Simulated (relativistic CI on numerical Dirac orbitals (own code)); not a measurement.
Radial parameters of Pb LXXVIII

Method of calculation: Dirac-Coulomb-Breit CI, separate exchange-only KLI orbitals for each configuration, model QED (radiative potential, 1s self-energy scaled to tabulated hydrogen-like ionisation energies), unscaled Slater integrals (own radial code, finite nucleus).

Slater integrals F^k, G^k are unscaled and averaged over j, outside the closed core 1s2; ζ comes from projecting the Hamiltonian with its Breit term on Σ l·s of the shell.

- 2s2 2p: ζ(2p) = 1.2689e+07 cm⁻¹; <r>(2p) = 0.05799, <r^2>(2p) = 0.004119 (bohr units).
- 2s 2p2: F^2(2p,2p) = 1.6054e+06, G^1(2s,2p) = 1.743e+06, ζ(2p) = 1.2668e+07 cm⁻¹; <r>(2s) = 0.06453, <r^2>(2s) = 0.004976, <r>(2p) = 0.05802, <r^2>(2p) = 0.004122 (bohr units).
- 2p3: F^2(2p,2p) = 1.6039e+06, ζ(2p) = 1.2646e+07 cm⁻¹; <r>(2p) = 0.05807, <r^2>(2p) = 0.00413 (bohr units).

Averages of the first 10 configurations, taken without configuration mixing, which lowers the lowest level and can move excited configurations by several eV; other configurations of the list can lie among them:

| Configuration | Parity | States | Average energy above the lowest level (eV) |
| --- | --- | --- | --- |
| 2s2 2p | odd | 6 | 1577.2 |
| 2s 2p2 | even | 30 | 3446.6 |
| 2p3 | odd | 20 | 5388.2 |
| 2p2 3s | even | 30 | 17310.5 |
| 2s2 3s | even | 2 | 13579.3 |
| 2p2 3p | odd | 90 | 17864.5 |
| 2s2 3p | odd | 6 | 14148.1 |
| 2p2 3d | even | 150 | 18268.6 |
| 2s2 3d | even | 10 | 14551.7 |
| 2s 2p 3s | odd | 24 | 15408.6 |
